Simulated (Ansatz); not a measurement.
Total energies of the cluster LaCu4 (the lowest doublet isomer of a short search) from Ansatz at r2SCAN-D4/def2-TZVP, gas phase (1 Eh = 27.2114 eV = 2625.5 kJ/mol). The reference geometry is relaxed at r2SCAN-D4/def2-SVP.

Cartesian coordinates in Å:
```
La 0.870 -0.210 1.551
Cu -0.324 1.320 -0.445
Cu -1.784 -0.077 0.762
Cu 1.592 0.123 -1.104
Cu -0.354 -1.156 -0.764
```

```tsv
state	geometry	energy (Eh)
charge 0 doublet	reference	-6593.72825
charge 1 singlet	reference	-6593.52266
charge 0 quartet	relaxed at r2SCAN-D4/def2-SVP	-6593.71228
```

In the def2 sets La takes a core potential; there is no spin–orbit coupling.

(1) Work out the vertical ionisation energy to the singlet.

(2) Which of the charge 0 states is lowest, and how far above it are the others?

(1) E(charge 1 singlet) − E(charge 0 doublet) = -6593.52266 − (-6593.72825) = 0.20559 Eh = 5.59 eV. For comparison, −ε of the highest occupied level of the spin that leaves is 3.64 eV at this level, 1.95 eV less.

(2) The doublet. quartet: -6593.71228 − (-6593.72825) = 0.01597 Eh = 41.9 kJ/mol.

A triplet lies near this restricted singlet, and broken spin symmetry wasn't tried. 

The structure comes from a short search, and lower isomers may exist.
